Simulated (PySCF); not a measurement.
C2H7Si, charge +1, multiplicity 1. Atoms are numbered in the order given.

```xyz
10

C     -1.6282     0.0000    -0.4000
Si     0.0000     0.0000     0.4358
C      1.6282     0.0000    -0.4000
H     -2.2117    -0.8858    -0.0556
H     -2.2117     0.8858    -0.0556
H     -1.5579     0.0000    -1.5045
H      0.0000     0.0000     1.9303
H      2.2117    -0.8858    -0.0556
H      2.2117     0.8858    -0.0556
H      1.5579     0.0000    -1.5045
```
Charge +1, spin multiplicity 1.

Geometry optimised at PBE-D3(BJ)/def2-SVP. The spin state was assumed, not searched. The isomer is the one that the SMILES or the coordinates give; other isomers of the formula were not compared.

Computed with KT2/pcSseg-1 (PySCF).

GIAO shieldings, no solvent; atoms alike by connectivity are averaged. δ = σ(ref) − σ: ¹³C against TMS (σ = 185.1 ppm); ²⁹Si against TMS (σ = 361.9 ppm); ¹H against TMS (σ = 31.47 ppm), references at their B3LYP-D3(BJ)/def2-TZVP geometries, non-relativistic.

```
atoms                    nucleus  count  δ (ppm)
-----------------------  -------  -----  -------
C1, C3                       ¹³C      2      ___
Si2                         ²⁹Si      1      ___
H7                            ¹H      1     8.67
H4, H5, H6, H8, H9, H10       ¹H      6     3.24
```

Task: Fill in the missing entries. (Estimate from the structure and the level; the computed values follow.)

Result: 
- Si2, δ (ppm): 392.5
- C1, C3, δ (ppm): 25.0
